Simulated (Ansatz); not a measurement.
Coupled-cluster run, `O[Si](O)(F)N[SiH2]F`.

```yaml
crystal:
  periodic: [false, false, false]
  atoms:
    - {symbol: O, position_ang: [-0.792230, 1.299367, 1.217058]}
    - {symbol: Si, position_ang: [-0.108999, 1.159157, -0.252486]}
    - {symbol: O, position_ang: [-1.298892, 1.281872, -1.344807]}
    - {symbol: F, position_ang: [0.958079, 2.319742, -0.477106]}
    - {symbol: N, position_ang: [0.743553, -0.303683, -0.442853]}
    - {symbol: Si, position_ang: [0.337612, -1.844777, 0.178907]}
    - {symbol: F, position_ang: [0.951824, -2.062271, 1.642519]}
    - {symbol: H, position_ang: [-0.222186, 1.283373, 1.987381]}
    - {symbol: H, position_ang: [-1.980489, 1.938448, -1.193489]}
    - {symbol: H, position_ang: [1.613437, -0.235733, -0.952364]}
    - {symbol: H, position_ang: [-1.129262, -1.942558, 0.318929]}
    - {symbol: H, position_ang: [0.927562, -2.892938, -0.681699]}
basis:
  gaussian: {orbitals: def2-TZVPP}
correlation: {method: ccsd_t}
```

```sh
$ ansatz run in.yaml --threads 2 --pin off --events-out ev --progress --plain --max-ram 32768MiB --backend cuda --devices 0, --max-vram 18GiB
```

The program prints (abridged):

```
Functional definition: HF
1887 factors; integrals over basis functions are off by at most 8.7e-4 eV
mean field evaluation 1: about -26779.3591 eV, gradient 6.2e1 eV
mean field evaluation 2: about -26779.6789 eV, gradient 6.3e1 eV
mean field evaluation 4: about -26786.2784 eV, gradient 3.6e0 eV
mean field evaluation 8: about -26786.3526 eV, gradient 3.1e-1 eV
mean field -26786.35284718 eV, -984.3803106918 hartree, gradient 2.9e-6 eV, S^2 0.000000; 0 other end points of the search recorded, 0 dependent functions left out
15 core orbitals not correlated: weight in the atoms' cores, before any rotation towards them, 1.000 or more for the frozen orbitals, at most 0.000 for the correlated occupied ones
reference -26786.35284718 eV, -984.3803106918 hartree; 22, 22 occupied and 272, 272 virtual orbitals, 1887 factors
second order -38.54626817 eV of doubles, -0.00000000 eV of singles
cycle   1  -38.31806127 eV  change    2.3e-1 eV  update   1.2e-1
cycle   2  -39.08975442 eV  change   -7.7e-1 eV  update   3.3e-2
cycle   3  -39.26646092 eV  change   -1.8e-1 eV  update   1.6e-2
cycle   4  -39.24311817 eV  change    2.3e-2 eV  update   3.3e-3
cycle   5  -39.24059480 eV  change    2.5e-3 eV  update   1.4e-3
cycle   6  -39.24181441 eV  change   -1.2e-3 eV  update   4.2e-4
cycle   7  -39.24161082 eV  change    2.0e-4 eV  update   1.4e-4
cycle   8  -39.24148978 eV  change    1.2e-4 eV  update   4.4e-5
cycle   9  -39.24149430 eV  change   -4.5e-6 eV  update   1.8e-5
perturbative correction -1.29051633 eV, -0.0474256004 hartree
Total energy: -26826.88485781 eV, -985.8698346089 hartree
```

Run time 10 s (2 threads of an AMD EPYC 7R13 on a shared host and a share of an NVIDIA H100 80 GB); peak host memory 0.81 GiB.

MP2 recovers 95.1 % of the CCSD(T) correlation energy and the triples give 3.2 %; T1 = 0.0114.
